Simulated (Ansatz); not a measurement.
The cluster K2Se⁺ (the lowest doublet isomer of a short search). The state is a doublet with charge 1. Geometry r2SCAN-D4/def2-TZVP, basis def2-TZVP, Ansatz.

```xyz
3

K     0.865   -2.534   -1.551
K    -0.872    2.534    1.547
Se    0.007    0.000    0.004
```

```csv
run,HOMO (eV),LUMO (eV)
A,-10.75,-2.56
B,-9.40,-5.06
C,-7.49,-7.27
D,-8.50,-6.10
E,-7.64,-6.83
F,-7.36,-7.29
```

HOMO above LUMO, or a gap near zero within one spin, warns that the state may not be the lowest or that an electron is smeared out. The structure comes from a short search, and lower isomers may exist.

HOMO and LUMO are taken over both spins.

Q: The runs used BHLYP, BLYP, HF, PBE, PBE0, r2SCAN. Estimate which is which.

A: A HF (100 % exact exchange); B BHLYP (50 % exact exchange); C PBE (0 % exact exchange); D PBE0 (25 % exact exchange); E r2SCAN (0 % exact exchange); F BLYP (0 % exact exchange). Exact exchange lowers occupied and raises empty levels; among semilocal functionals meta-GGAs tend to open the gap a little, and such runs are hard to tell apart. The gap grows from 0.07 eV (BLYP) to 8.19 eV (HF). At BLYP-D4/def2-TZVP the gap within one spin of the charge 1 doublet nearly closes, so an electron or hole may be smeared out by delocalisation error.
